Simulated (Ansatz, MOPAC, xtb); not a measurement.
Diatomic HfI, multiplicity 2 (lowest of 2S+1 = 2, 4, 6 at PBE0/def2-TZVPP; our sources give no spin for the ground state, which may be another). No spin–orbit coupling.

The constants come from a fifth-degree fit in 1/R (seven points, main isotopes). Runs in def2 and cc sets follow the lowest solution found near the PBE0 minimum.

Run with Ansatz (Gaussian orbitals); MOPAC for PM6 (differences of heats of formation); xtb for the GFN methods. Each number belongs to the level named beside it. In def2 rows elements past Kr take small-core potentials, without spin–orbit coupling. The GFN methods have no spin term and hold the electronic entropy of 300 K.

```json
[
 {"level": "PM6", "r_e (Å)": "2.584", "ω_e (cm⁻¹)": "139", "α_e (cm⁻¹)": "5.4e-5", "ω_e x_e (cm⁻¹)": "-0.26", "dipole (D)": "-"},
 {"level": "GFN1-xTB", "r_e (Å)": "2.826", "ω_e (cm⁻¹)": "163", "α_e (cm⁻¹)": "0.00014", "ω_e x_e (cm⁻¹)": "0.57", "dipole (D)": "-"},
 {"level": "SVWN5/def2-TZVPP", "r_e (Å)": "2.643", "ω_e (cm⁻¹)": "196", "α_e (cm⁻¹)": "8.0e-5", "ω_e x_e (cm⁻¹)": "0.36", "dipole (D)": "1.12"},
 {"level": "B97M-V/def2-TZVPP", "r_e (Å)": "2.708", "ω_e (cm⁻¹)": "186", "α_e (cm⁻¹)": "7.2e-5", "ω_e x_e (cm⁻¹)": "0.33", "dipole (D)": "1.33"},
 {"level": "B3LYP/def2-TZVPP", "r_e (Å)": "2.716", "ω_e (cm⁻¹)": "181", "α_e (cm⁻¹)": "7.6e-5", "ω_e x_e (cm⁻¹)": "0.33", "dipole (D)": "1.80"},
 {"level": "PBE0/def2-TZVPP", "r_e (Å)": "2.692", "ω_e (cm⁻¹)": "187", "α_e (cm⁻¹)": "7.5e-5", "ω_e x_e (cm⁻¹)": "0.33", "dipole (D)": "1.43"},
 {"level": "BHLYP/def2-TZVPP", "r_e (Å)": "2.723", "ω_e (cm⁻¹)": "182", "α_e (cm⁻¹)": "7.3e-5", "ω_e x_e (cm⁻¹)": "0.32", "dipole (D)": "2.17"},
 {"level": "CAM-B3LYP/def2-TZVPP", "r_e (Å)": "2.708", "ω_e (cm⁻¹)": "185", "α_e (cm⁻¹)": "7.4e-5", "ω_e x_e (cm⁻¹)": "0.32", "dipole (D)": "2.06"},
 {"level": "wB97X-V/def2-TZVPP", "r_e (Å)": "2.701", "ω_e (cm⁻¹)": "188", "α_e (cm⁻¹)": "7.2e-5", "ω_e x_e (cm⁻¹)": "0.31", "dipole (D)": "2.12"},
 {"level": "wB97M-V/def2-TZVPP", "r_e (Å)": "2.700", "ω_e (cm⁻¹)": "188", "α_e (cm⁻¹)": "7.4e-5", "ω_e x_e (cm⁻¹)": "0.32", "dipole (D)": "2.08"},
 {"level": "B2PLYP/def2-TZVPP", "r_e (Å)": "2.698", "ω_e (cm⁻¹)": "187", "α_e (cm⁻¹)": "7.4e-5", "ω_e x_e (cm⁻¹)": "0.33", "dipole (D)": "-"}
]
```

Correlated levels freeze the inner cores; with def2 sets outer-core shells near the valence are correlated too. The state reached by PM6 isn't checked.

Doubts at one or more of the structures used: a spin-contaminated determinant (B97M-V/def2-TZVPP, PBE0/def2-TZVPP, BHLYP/def2-TZVPP, B2PLYP/def2-TZVPP).

Ansatz is a quantum-chemistry and plane-wave program.
